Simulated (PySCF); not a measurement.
# Bond curve of GaO⁻

Set-up: basis Ga aug-cc-pVDZ-PP with ECP10, O aug-cc-pVDZ; scalar-relativistic core potentials; PySCF 2.14. Energies in eV from Ga + O⁻ in their ground configurations at the same level. State: ¹Σ⁺ (singlet), closed shell.

All columns are PBE0. A positive dipole points towards O; it is taken about the centre of mass and depends on that origin.

```json
{"R (Å)": "1.489", "E (eV)": "-3.672", "μ (D)": "-1.42", "Mulliken charge on Ga (basis-dependent)": "0.18", "HOMO (eV)": "-0.31", "LUMO (eV)": "3.14", "Mayer bond order": "1.08", "⟨S²⟩": "0.00"}
{"R (Å)": "1.558", "E (eV)": "-4.410", "μ (D)": "-1.93", "Mulliken charge on Ga (basis-dependent)": "0.13", "HOMO (eV)": "-0.41", "LUMO (eV)": "3.13", "Mayer bond order": "1.19", "⟨S²⟩": "0.00"}
{"R (Å)": "1.627", "E (eV)": "-4.811", "μ (D)": "-2.44", "Mulliken charge on Ga (basis-dependent)": "0.10", "HOMO (eV)": "-0.50", "LUMO (eV)": "3.12", "Mayer bond order": "1.28", "⟨S²⟩": "0.00"}
{"R (Å)": "1.679", "E (eV)": "-4.950", "μ (D)": "-2.82", "Mulliken charge on Ga (basis-dependent)": "0.08", "HOMO (eV)": "-0.55", "LUMO (eV)": "3.11", "Mayer bond order": "1.34", "⟨S²⟩": "0.00"}
{"R (Å)": "1.731", "E (eV)": "-4.987", "μ (D)": "-3.19", "Mulliken charge on Ga (basis-dependent)": "0.06", "HOMO (eV)": "-0.60", "LUMO (eV)": "3.10", "Mayer bond order": "1.39", "⟨S²⟩": "0.00"}
{"R (Å)": "1.783", "E (eV)": "-4.945", "μ (D)": "-3.56", "Mulliken charge on Ga (basis-dependent)": "0.05", "HOMO (eV)": "-0.63", "LUMO (eV)": "3.08", "Mayer bond order": "1.42", "⟨S²⟩": "0.00"}
{"R (Å)": "1.852", "E (eV)": "-4.799", "μ (D)": "-4.05", "Mulliken charge on Ga (basis-dependent)": "0.04", "HOMO (eV)": "-0.65", "LUMO (eV)": "3.05", "Mayer bond order": "1.47", "⟨S²⟩": "0.00"}
{"R (Å)": "1.939", "E (eV)": "-4.519", "μ (D)": "-4.64", "Mulliken charge on Ga (basis-dependent)": "0.03", "HOMO (eV)": "-0.66", "LUMO (eV)": "3.01", "Mayer bond order": "1.51", "⟨S²⟩": "0.00"}
{"R (Å)": "2.043", "E (eV)": "-4.099", "μ (D)": "-5.33", "Mulliken charge on Ga (basis-dependent)": "0.03", "HOMO (eV)": "-0.51", "LUMO (eV)": "2.95", "Mayer bond order": "1.54", "⟨S²⟩": "0.00"}
{"R (Å)": "2.181", "E (eV)": "-3.477", "μ (D)": "-6.19", "Mulliken charge on Ga (basis-dependent)": "0.03", "HOMO (eV)": "-0.29", "LUMO (eV)": "2.85", "Mayer bond order": "1.56", "⟨S²⟩": "0.00"}
```

A fit through these points gives, at Re = 1.727 Å, μ = -3.16 D and dμ/dR = -7.17 D/Å; the reduced mass is 12.98 u.

Problem. How strong is the fundamental in the double-harmonic approximation, I = 42.26·(dμ/dR)²/μred km/mol?

Solution. I = 42.26·(-7.17)²/12.98 = 167 km/mol at PBE0.

For an ion De counts to the pair picked by the measured ionisation energies or electron affinities, which need not be the lowest pair at this level.
